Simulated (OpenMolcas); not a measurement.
## 4d6 along the 42-electron sequence

```yaml
Program: OpenMolcas 26.06
Method: RASSCF
Basis: ANO-R2
Scalar_Hamiltonian: X2C, finite nucleus
Spin-orbit_coupling: state interaction with AMFI integrals over the reference wave functions, term energies averaged over their components
```

Active space for each ion: 12 electrons in 8 orbitals (RAS1 4p, at most 2 holes; RAS2 4d).

Computed levels in cm-1 above 5D4:

```tsv
Level	Ru2+	Rh3+	Pd4+	Ag5+
5D3	1161	1551	2056	2567
5D2	1856	2434	3143	3840
5D1	2302	3013	3892	4764
5D0	2516	3288	4239	5181
3P2(1)	16845	18927	20632	22646
3H6	18935	21427	23523	25864
3H5	19228	21736	23817	26134
3F3(1)	19899	22564	24868	27453
3H4	20154	23038	25653	28546
weight of 5D in the lowest level (%)	99	98	98	97
```

Mixed levels, with the weight of the term that names them: Ru2+ 3H4 (63 %), Rh3+ 3H4 (63 %), Pd4+ 3H4 (62 %), Ag5+ 3H5 (73 %), Ag5+ 3H4 (61 %).

Measured, with the error of the calculation in %. Measured levels: Ru2+ from Moore, Atomic Energy Levels, vol. III, NSRDS-NBS 35 (1971 reprint of NBS Circular 467, 1958); Ag5+ from the list in Gamrath, thesis, University of Mons (2023).

```json
{"Level": "5D3", "Ru2+": "1159 (+0.2)", "Ag5+": "2692 (-4.7)"}
{"Level": "5D2", "Ru2+": "1826 (+1.6)", "Ag5+": "3953 (-2.9)"}
{"Level": "5D1", "Ru2+": "2266 (+1.6)", "Ag5+": "4941 (-3.6)"}
{"Level": "5D0", "Ru2+": "2476 (+1.6)", "Ag5+": "5380 (-3.7)"}
{"Level": "3P2(1)", "Ru2+": "", "Ag5+": "21042 (+7.6)"}
{"Level": "3H6", "Ru2+": "", "Ag5+": "21512 (+20.2)"}
{"Level": "3H5", "Ru2+": "", "Ag5+": "21812 (+19.8)"}
{"Level": "3F3(1)", "Ru2+": "", "Ag5+": "24441 (+12.3)"}
{"Level": "3H4", "Ru2+": "", "Ag5+": "25144 (+13.5)"}
```

The fine-structure level 5D0 changes by a factor of 2.06 from Ru2+ to Ag5+. Its fourth root runs 7.08, 7.57, 8.07, 8.48, with steps per unit of Z of 0.49, 0.50, 0.42; equal steps would mean a (Z - σ)^4 law with constant σ.

3P2(1) changes by a factor of 1.34 over the same range, with steps per unit of Z of +2080, +1700, +2010 cm-1.

Without dynamic correlation excited terms often stand tens of per cent too high (terms of higher spin than the ground term too low), and those without a measured partner can miss by more than the paired ones. Active for correlation alone: 4p; no level in the range computed is led by a configuration that opens it, so any true level of that kind is missing. Measured partners are found by configuration, term and J. A level has none where our copy of the source lacks it or the pairing is in doubt (some pairs that miss far off the trend of their configuration count as doubtful), and it then counts in no deviation. Only configurations of the active space appear.

A number in round brackets counts repeated terms of one configuration in the order of the reference energies.
